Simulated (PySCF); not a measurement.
How the method changes the constants of InCl

State: ¹Σ⁺ (singlet), closed shell. Set-up: PySCF, scalar-relativistic core potentials, basis sets In cc-pVDZ-PP with ECP28, Cl cc-pV(D+d)Z. De refers to In + Cl in their high-spin ground configurations, without counterpoise correction. A positive dipole means In(−)Cl(+).

```json
{"Level": "RHF", "Re (Å)": "2.458", "ωe (cm⁻¹)": "307", "De (eV)": "3.31", "μ (D)": "-3.92", "CPU s a point (SCF and correlation, without the integrals)": "0.065"}
{"Level": "RHF-MP2", "Re (Å)": "2.435", "ωe (cm⁻¹)": "322", "De (eV)": "4.29", "μ (D)": "n/a", "CPU s a point (SCF and correlation, without the integrals)": "0.098"}
{"Level": "RHF-SCS-MP2", "Re (Å)": "2.443", "ωe (cm⁻¹)": "318", "De (eV)": "4.17", "μ (D)": "n/a", "CPU s a point (SCF and correlation, without the integrals)": "n/a"}
{"Level": "RHF-CCSD", "Re (Å)": "2.443", "ωe (cm⁻¹)": "317", "De (eV)": "4.03", "μ (D)": "n/a", "CPU s a point (SCF and correlation, without the integrals)": "n/a"}
{"Level": "RHF-CCSD(T)", "Re (Å)": "2.443", "ωe (cm⁻¹)": "318", "De (eV)": "4.11", "μ (D)": "n/a", "CPU s a point (SCF and correlation, without the integrals)": "0.81"}
{"Level": "PBE", "Re (Å)": "2.462", "ωe (cm⁻¹)": "303", "De (eV)": "4.62", "μ (D)": "-3.47", "CPU s a point (SCF and correlation, without the integrals)": "0.5"}
{"Level": "BLYP", "Re (Å)": "2.486", "ωe (cm⁻¹)": "294", "De (eV)": "4.45", "μ (D)": "-3.53", "CPU s a point (SCF and correlation, without the integrals)": "0.41"}
{"Level": "r²SCAN", "Re (Å)": "2.441", "ωe (cm⁻¹)": "314", "De (eV)": "4.59", "μ (D)": "-3.50", "CPU s a point (SCF and correlation, without the integrals)": "0.65"}
{"Level": "TPSSh", "Re (Å)": "2.453", "ωe (cm⁻¹)": "308", "De (eV)": "4.53", "μ (D)": "-3.60", "CPU s a point (SCF and correlation, without the integrals)": "0.71"}
{"Level": "r²SCANh", "Re (Å)": "2.437", "ωe (cm⁻¹)": "316", "De (eV)": "4.53", "μ (D)": "-3.55", "CPU s a point (SCF and correlation, without the integrals)": "0.71"}
{"Level": "PBE0", "Re (Å)": "2.443", "ωe (cm⁻¹)": "312", "De (eV)": "4.49", "μ (D)": "-3.63", "CPU s a point (SCF and correlation, without the integrals)": "0.97"}
{"Level": "CAM-B3LYP", "Re (Å)": "2.437", "ωe (cm⁻¹)": "316", "De (eV)": "4.40", "μ (D)": "-3.59", "CPU s a point (SCF and correlation, without the integrals)": "0.93"}
```

**Question.** Which functional lies closest to RHF-CCSD(T) in De, which farthest, and by how much do they differ from it?

**Answer.** Closest is CAM-B3LYP (-0.6 pm in Re, -0.6 % in ωe, +0.29 eV in De against RHF-CCSD(T) in the same basis), farthest PBE (+1.9 pm in Re, -4.7 % in ωe, +0.51 eV in De). CCSD(T) converges more slowly with the basis than the functionals do and binds too weakly in this one, so the order can change at the basis-set limit.

**Question.** What does a quarter of exact exchange do here, going from PBE to PBE0?

**Answer.** PBE0 less PBE: -1.9 pm in Re, +3.0 % in ωe, -0.13 eV in De. Exact exchange removes part of the self-interaction that spreads semilocal densities, and in most molecules shortens and stiffens the bond and lowers De; so it does here.

**Question.** What does the step from GGA to meta-GGA do here, going from PBE to r²SCAN?

**Answer.** r²SCAN less PBE: -2.1 pm in Re, +3.6 % in ωe, -0.03 eV in De. 

Correlated steps freeze 9 core orbitals. Correlated levels converge slowly with the basis: in double zeta they bind strong bonds too weakly, by up to about 1 eV, and carry superposition errors of some tenths. These are scalar-relativistic numbers at best; spin–orbit coupling would shift them, the dissociation energy most. Where the molecule has an RHF reference, its open-shell atoms are computed with UHF.

The whole job (state search and all levels along the bond) took about 1.4 min on 1 thread of Oxide Virtual Turin-like (shared host), peak memory 0.49 GiB.
